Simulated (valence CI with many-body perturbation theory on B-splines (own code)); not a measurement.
# Energy levels of Si9+

Calculated by valence CI with perturbative core correlation (CI+MBPT): three valence electrons over a frozen Dirac-Fock core [He], a basis of 11 s, 11 p, 10 d, 8 f, 5 g, 2 h functions for each j, with the one-electron correlation potential Σ1 (screened to all orders), the two-electron term Σ2, the three-electron term Σ3, Breit, model QED; selected single and double excitations, second order for the rest, scaled by the run's own slope (own B-spline code, finite nucleus).

No measured levels were compared; by estimate levels of excited configurations hold to 0.05 to 0.15 % of their energy, terms of the ground configuration to about 0.5 %.

Levels 91 to 135 of 196, with energies above the lowest level, 2s2.2p 2P°_1/2. "Leading %" is the weight of the configuration and term that name the level; weights of strongly mixed levels are sums over their largest components and can fall short. Lifetimes count E1, E2, E3, M1 and M2 decay at the calculated energies, and are blank where another channel may lead or the interval is too uncertain; long ones can be off by a factor of two.

```tsv
No.	Configuration	Term	J	E (eV)	Leading %	g	Second component	Lifetime
91	2p2.3d	4F	7/2	299.10	98	1.240		217 ps
92	2p2.3p	2F°	5/2	299.11	93	0.859	6 % 2s.2p.3d 2F°	9.03 ps
93	2p2.3p	2F°	7/2	299.27	93	1.144	6 % 2s.2p.3d 2F°	8.84 ps
94	2p2.3d	4F	9/2	299.42	99	1.333		279 ps
95	2p2.3d	4D	3/2	300.59	50	1.262	47 % 2p2.3d 2P	5.03 ps
96	2p2.3d	4D	1/2	300.65	86	0.091	12 % 2p2.3d 2P	17.0 ps
97	2p2.3d	4D	5/2	300.80	84	1.311	11 % 2p2.3d 2F	26.4 ps
98	2p2.3d	4D	7/2	300.92	86	1.392	12 % 2p2.3d 2F	83.6 ps
99	2p2.3d	2P	3/2	300.98	51	1.269	47 % 2p2.3d 4D	4.57 ps
100	2p2.3d	2F	5/2	301.30	88	0.916	11 % 2p2.3d 4D	8.02 ps
101	2p2.3d	2P	1/2	301.43	86	0.582	13 % 2p2.3d 4D	2.73 ps
102	2p2.3d	2F	7/2	301.93	87	1.176	12 % 2p2.3d 4D	8.54 ps
103	2p2.3p	2D°	5/2	301.93	98	1.199		3.16 ps
104	2p2.3p	2D°	3/2	301.96	96	0.811		3.20 ps
105	2p2.3d	4P	5/2	303.04	97	1.595		728 fs
106	2p2.3d	4P	3/2	303.25	97	1.727		721 fs
107	2p2.3d	4P	1/2	303.36	98	2.657		716 fs
108	2p2.3p	2P°	1/2	303.93	95	0.665		5.39 ps
109	2p2.3p	2P°	3/2	304.30	93	1.325		5.24 ps
110	2p2.3s	2S	1/2	304.43	82	2.003	9 % 2p2.3d 2S	3.38 ps
111	2p2.3d	2G	7/2	306.60	98	0.891		111 ps
112	2p2.3d	2G	9/2	306.65	99	1.112		1.81 ns
113	2p2.3d	2D	5/2	306.74	96	1.194		1.04 ps
114	2p2.3d	2D	3/2	306.74	96	0.802		1.12 ps
115	2s2.4s	2S	1/2	307.06	93	2.002	5 % 2p2.4s 2S	12.1 ps
116	2p2.3d	2D	3/2	308.95	98	0.800		970 fs
117	2p2.3d	2F	5/2	309.00	50	1.027	48 % 2p2.3d 2D	704 fs
118	2p2.3d	2F	7/2	309.10	97	1.141		561 fs
119	2p2.3d	2D	5/2	309.45	51	1.037	47 % 2p2.3d 2F	729 fs
120	2s2.4p	2P°	1/2	311.02	93	0.666	5 % 2p2.4p 2P°	22.6 ps
121	2s2.4p	2P°	3/2	311.11	93	1.334	5 % 2p2.4p 2P°	22.8 ps
122	2p2.3d	2P	1/2	311.14	97	0.668		1.06 ps
123	2p2.3d	2P	3/2	311.37	97	1.333		1.03 ps
124	2p2.3d	2S	1/2	312.54	88	2.002	8 % 2p2.3s 2S	1.94 ps
125	2p2.3p	2P°	1/2	314.08	92	0.665	6 % 2s2.3p 2P°	4.56 ps
126	2p2.3p	2P°	3/2	314.17	91	1.334	6 % 2s2.3p 2P°	4.75 ps
127	2s2.4d	2D	3/2	314.33	94	0.799	5 % 2p2.4d 2D	2.52 ps
128	2s2.4d	2D	5/2	314.35	94	1.200	5 % 2p2.4d 2D	2.52 ps
129	2s2.4f	2F°	5/2	316.28	93	0.857	6 % 2p2.4f 2F°	6.36 ps
130	2s2.4f	2F°	7/2	316.29	93	1.143	6 % 2p2.4f 2F°	6.37 ps
131	2p2.3d	2D	5/2	321.74	93	1.200	5 % 2s2.3d 2D	1.53 ps
132	2p2.3d	2D	3/2	321.83	93	0.799	5 % 2s2.3d 2D	1.42 ps
133	2s.2p.4s	4P°	1/2	327.98	98	2.655		11.3 ps
134	2s.2p.4s	4P°	3/2	328.26	97	1.728		11.1 ps
135	2s.2p.4s	4P°	5/2	328.82	99	1.600		10.9 ps
```

Names give the largest LS component (configuration and term), which can be under half, so a name can repeat, a term be missing and a line seem to break the LS rules; names also repeat where a configuration has a term twice.
